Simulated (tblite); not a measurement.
Isomers of C5H12OSSi2. All values are computed: GFN2-xTB (tblite) harmonic vibrations without scaling, gas phase. Errors from tens to a few hundred cm⁻¹ against measured bands are possible. Modes of hydrogen on silicon can be 10 to 20 % off. One conformer each.

Electronic energies: GFN2-xTB at the same geometries; isomer energies are rough at this level and their order can be wrong.

```csv
SMILES,"electronic energy, lowest = 0 (kcal/mol)"
[SiH3]O[C@@H]1C[C@@]12C[C@H]2S[SiH3],4.9
C[Si](C)(C)OC([SiH3])=C=S,36.8
[SiH3]C/C=C/[Si@H]1OCCS1,0.0
CC(=O)[C@@H]1C[C@]1([SiH3])S[SiH3],26.3
C=C(C[SiH3])[SiH2]OC(C)=S,18.2
```

**Question.** How do GFN2-xTB zero-point energies change the relative energies?

**Answer.** 
```
                              SMILES  ZPE (kcal/mol)  of it from modes above 1550 cm⁻¹  electronic (kcal/mol)  with ZPE, lowest = 0 (kcal/mol)  lowest mode (cm⁻¹)  rings
            [SiH3]C/C=C/[Si@H]1OCCS1            96.2                              49.6                    0.0                              0.0                  16      1
[SiH3]O[C@@H]1C[C@@]12C[C@H]2S[SiH3]            92.9                              48.2                    4.9                              1.6                  58      2
           C=C(C[SiH3])[SiH2]OC(C)=S            92.8                              48.8                   18.2                             14.8                  7i      0
  CC(=O)[C@@H]1C[C@]1([SiH3])S[SiH3]            91.9                              48.4                   26.3                             22.0                  53      1
           C[Si](C)(C)OC([SiH3])=C=S            94.1                              51.6                   36.8                             34.7                  20      0
```

The zero-point energies span 4.3 kcal/mol, from `CC(=O)[C@@H]1C[C@]1([SiH3])S[SiH3]` to `[SiH3]C/C=C/[Si@H]1OCCS1`. Slightly imaginary modes are left out of the zero-point energy: `C=C(C[SiH3])[SiH2]OC(C)=S` 7.4i cm⁻¹. The order is unchanged.
